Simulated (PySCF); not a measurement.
A homologous series of growing length: n-germane silyl/silyl. All species are isolated molecules in the gas phase. One relaxed conformer stands for each flexible species; it need not be the lowest. Strings in code marks are SMILES. All members: neutral, multiplicity 1. Level: PBE-D3(BJ)/def2-TZVP // r2SCAN-D4/def2-SVP (PySCF). Delta-SCF ions had no search for a lower state.  The removal energy is E(N − 1 electrons) − E(N electrons) at the parent's geometry; ε(HOMO) is measured against the vacuum level.

```csv
species,−ε(HOMO) (eV),vertical ionisation energy (Delta-SCF) (eV)
`[SiH3][GeH2][GeH2][GeH2][GeH2][GeH2][GeH2][SiH3]`,6.08,7.81
`[SiH3][GeH2][GeH2][GeH2][GeH2][GeH2][SiH3]`,6.16,8.01
`[SiH3][GeH2][GeH2][GeH2][GeH2][SiH3]`,6.27,withheld
"`[SiH3][GeH2][GeH2][GeH2][SiH3]` (Si–Ge–Ge–Ge torsion 175°, Ge–Ge–Ge–Si torsion 178°)",6.41,8.56
`[SiH3][GeH2][GeH2][SiH3]` (Si–Ge–Ge–Si torsion 178°),6.60,8.98
`[SiH3][GeH2][SiH3]`,6.89,9.56
```

Q: Fit vertical ionisation energy (Delta-SCF) = a + b·x to the 5 complete rows by least squares, with x = −ε(HOMO) in eV. Give a, b and the rms residual, and predict the withheld value.

A: Means of the 5 rows: x̄ = 6.428, ȳ = 8.584 eV. Σ(x − x̄)² = 0.43628 and Σ(x − x̄)(y − ȳ) = 0.94264, so b = 2.161 and a = ȳ − b·x̄ = -5.307 eV. The rms residual is 0.019 eV. At x = 6.27 the line gives 8.24 eV. The run for `[SiH3][GeH2][GeH2][GeH2][GeH2][SiH3]` gave 8.25 eV, so the line is off by 0.01 eV, within twice the rms residual.

Codes: PySCF.
